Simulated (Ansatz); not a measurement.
Coupled-cluster run, BH2O2Se, SMILES `OB(O)[Se]` radical.

```yaml
crystal:
  periodic: [false, false, false]
  atoms:
    - {symbol: O, position_ang: [0.461882, 0.903587, -0.530643]}
    - {symbol: B, position_ang: [-0.168440, -0.172086, 0.019935]}
    - {symbol: O, position_ang: [0.414799, -0.851906, 1.034879]}
    - {symbol: Se, position_ang: [-1.924376, -0.797116, -0.604474]}
    - {symbol: H, position_ang: [-0.011008, 1.334831, -1.244364]}
    - {symbol: H, position_ang: [1.269341, -0.481411, 1.278368]}
basis:
  gaussian: {orbitals: def2-SVP}
magnetization: {spin_polarized: true, initial_magnetization: 1}
correlation: {method: ccsd_t}
scf: {omitted_lower_state_checks: [cluster_reference]}
```

```sh
$ ansatz run in.yaml --threads 4 --pin off --events-out ev --progress --plain
```

The program prints (abridged):

```
Functional definition: HF
810 factors; integrals over basis functions are off by at most 1.3e-3 eV
mean field evaluation 1: about -70069.0871 eV, gradient 2.8e1 eV
mean field evaluation 2: about -70069.1421 eV, gradient 2.8e1 eV
mean field evaluation 4: about -70072.3661 eV, gradient 2.1e0 eV
mean field evaluation 8: about -70072.4082 eV, gradient 1.7e-1 eV
mean field evaluation 16: about -70072.1532 eV, gradient 3.9e0 eV
mean field evaluation 32: about -70072.1492 eV, gradient 1.7e-6 eV
mean field -70072.40867143 eV, -2575.1135218904 hartree, gradient 2.0e-6 eV, S^2 0.758385; 5 other end points of the search recorded, 0 dependent functions left out
12 core orbitals not correlated: weight in the atoms' cores, before any rotation towards them, 1.000 or more for the frozen orbitals, at most 0.000 for the correlated occupied ones
reference -70072.40867143 eV, -2575.1135218904 hartree; 17, 16 occupied and 55, 56 virtual orbitals, 810 factors
second order -17.92745903 eV of doubles, -0.00000000 eV of singles
cycle   1  -17.92003606 eV  change    7.4e-3 eV  update   9.1e-2
cycle   2  -18.31661495 eV  change   -4.0e-1 eV  update   2.6e-2
cycle   3  -18.40901765 eV  change   -9.2e-2 eV  update   1.4e-2
cycle   4  -18.40187564 eV  change    7.1e-3 eV  update   3.3e-3
cycle   5  -18.40085042 eV  change    1.0e-3 eV  update   1.7e-3
cycle   6  -18.40109309 eV  change   -2.4e-4 eV  update   6.8e-4
cycle   7  -18.40083395 eV  change    2.6e-4 eV  update   4.3e-4
cycle   8  -18.40093049 eV  change   -9.7e-5 eV  update   2.4e-4
cycle   9  -18.40100081 eV  change   -7.0e-5 eV  update   1.2e-4
cycle  10  -18.40093430 eV  change    6.7e-5 eV  update   5.5e-5
cycle  11  -18.40097681 eV  change   -4.3e-5 eV  update   2.6e-5
cycle  12  -18.40097749 eV  change   -6.8e-7 eV  update   8.9e-6
perturbative correction -0.44375866 eV, -0.0163078300 hartree
Total energy: -70091.25340758 eV, -2575.8060531706 hartree
Checks for a lower state left out: cluster_reference
```

It took 8 s on 4 threads of a server CPU on a shared host, with 0.58 GiB of host memory at the peak.

MP2 recovers 95.1 % of the CCSD(T) correlation energy and the triples give 2.4 %; T1 = 0.0115.
